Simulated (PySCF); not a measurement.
## Bonding in `CCS(=O)(=O)[N-]S(C)(=O)=O`

Species: C3H8NO4S2 (charge -1).
Atom-mapped SMILES: `[CH3:1][CH2:2][S:3](=[O:4])(=[O:5])[N-:6][S:7]([CH3:8])(=[O:9])=[O:10]` (hydrogens: H11, H12, H13 on C1; H14, H15 on C2; H16, H17, H18 on C8)

Cartesian coordinates in Å at the GFN2-xTB level; atoms count from 1:
```
atom  x, y, z in Å
C1    -2.544   -0.082   -0.809
C2    -1.645    0.044    0.396
S3    -0.258    1.137   -0.074
O4     0.624    1.226    1.081
O5    -0.857    2.404   -0.452
N6     0.437    0.493   -1.348
S7     1.299   -0.799   -1.028
C8     2.836   -0.227   -0.235
O9     1.701   -1.423   -2.276
O10    0.663   -1.711   -0.090
H11   -3.413   -0.710   -0.608
H12   -1.966   -0.513   -1.623
H13   -2.872    0.910   -1.113
H14   -2.129    0.517    1.247
H15   -1.180   -0.895    0.677
H16    2.523    0.373    0.609
H17    3.375    0.359   -0.966
H18    3.398   -1.099    0.071
```

Bond orders from the PBE0/pcSseg-1 density (PySCF). The structure is a single GFN2-xTB conformer in the gas phase; no vibrational or solvent corrections. The pcSseg-1 basis has no diffuse functions, a weakness for an anion.

(1) Where do the orders between heavy atoms depart from those drawn in the SMILES?

(2) Set the Mayer orders of the bonds beside their lengths.

Answers

(1) The largest departure is 0.370, at S7–O10 (drawn double, 1.630) and S3–O4 (drawn double, 1.631). Drawn single, order above 1.12: S3–N6 (1.149) and N6–S7 (1.148). Drawn double or triple, more than 0.30 short of the drawn order: S3–O4 (1.631), S3–O5 (1.694) and S7–O10 (1.630). The SMILES, with its formal charges, is one Lewis structure only.

(2) 
```
  bond  drawn as  length (Å)  Mayer order
 C1–C2    single       1.509        1.029
 C2–S3    single       1.827        0.895
 S3–O4    double       1.456        1.631
 S3–O5    double       1.451        1.694
 S3–N6    single       1.588        1.149
 N6–S7    single       1.586        1.148
 S7–C8    single       1.822        0.917
 S7–O9    double       1.451        1.718
S7–O10    double       1.455        1.630
C1–H11    single       1.091        0.965
C1–H12    single       1.088        0.956
C1–H13    single       1.088        0.959
C2–H14    single       1.087        0.939
C2–H15    single       1.085        0.911
C8–H16    single       1.082        0.924
C8–H17    single       1.081        0.951
C8–H18    single       1.082        0.951
```

Bonds between the same two heavy elements. C–S: lowest C2–S3 (0.895, 1.827 Å), highest S7–C8 (0.917, 1.822 Å). O–S: lowest S7–O10 and S3–O4 (1.630, 1.455 Å), highest S7–O9 (1.718, 1.451 Å). N–S: all 2 within 0.02 of one another (1.148 to 1.149). Bonds named together lie within 0.004.

**Question.** Sum the orders of all bonds at each heavy atom with more than one neighbour and set the sums beside the valence in the SMILES.

**Answer.** C1 3.909 (drawn 4), C2 3.774 (drawn 4), S3 5.369 (drawn 6), N6 2.297 (drawn 2), S7 5.413 (drawn 6), C8 3.743 (drawn 4). Orders between atoms that aren't bonded are not in these sums.

Mayer orders depend on the basis set.

These values come from a run that also computed NMR shieldings. The run took 48 s of wall time on an Arm Neoverse V1 with one thread, shared host with 32 logical CPUs at a one-minute load of 9.8, and the process peaked at 1.1 GiB of memory.
